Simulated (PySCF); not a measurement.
A calculated (M06-2X, PySCF 2.14, aug-cc-pVQZ-DK, scalar relativity by spin-free X2C-1e) atom or ion has these occupied shells.

```csv
shell,electrons,orbital energy (eV),"rms radius, mean of both spins (bohr)"
1s β,1,-7074.2,0.0675
1s α,1,-7074.1,0.0675
2s α,1,-839.85,0.289
2s β,1,-838.59,0.289
2p α,3,-716.24,0.260
2p β,3,-715.15,0.260
3s α,1,-96.826,0.881
3s β,1,-94.480,0.881
3p α,3,-61.435,0.948
3p β,3,-58.308,0.948
3d α,5,-5.564,1.73
3d β,3,-3.427,1.73
```

Question: Name the element and its charge.

Answer: Fe (iron, neutral), in [Ar] 3d8, high-spin 3F determinant (an excited configuration).
